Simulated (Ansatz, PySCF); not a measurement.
Process, species as SMILES: C[SiH](C)OC[SiH3] + 5 [H][H] (H2) -> 3 C (CH4) + O (H2O) + 2 [SiH4] (SiH4)
Each molecule is optimised on its own at B3LYP-D3(BJ)/def2-TZVP (Ansatz, a quantum-chemistry and plane-wave program), one conformer each, not searched for the lowest. Frequencies are from Ansatz or PySCF.

Property: energy of full hydrogenation (enthalpy at 298 K, with B3LYP-D3(BJ) rigid-rotor harmonic-oscillator terms), in kcal/mol. Valence correlation only, unless marked. Spin-orbit coupling is left out. Non-relativistic. Basis-set limits of correlation are two-point, X^-3; Hartree-Fock from the larger set.

Level to compare with: CCSD(T)/CBS(cc-pV(T+d)Z,cc-pV(Q+d)Z) (Ansatz), -16.9 kcal/mol. It is a level with limits of its own, and the differences hold the functionals' basis error too.

Rank these functionals by how close they come to CCSD(T)/CBS(cc-pV(T+d)Z,cc-pV(Q+d)Z), closest first: LC-wPBE/def2-TZVPD (Ansatz); r2SCANh/def2-TZVPD (Ansatz); B3LYP/def2-TZVPD (Ansatz).

r2SCANh/def2-TZVPD (hybrid meta-GGA, -17.5 kcal/mol, difference -0.6), LC-wPBE/def2-TZVPD (range-separated hybrid, -23.1 kcal/mol, difference -6.2), B3LYP/def2-TZVPD (global hybrid, -26.9 kcal/mol, difference -10.0)
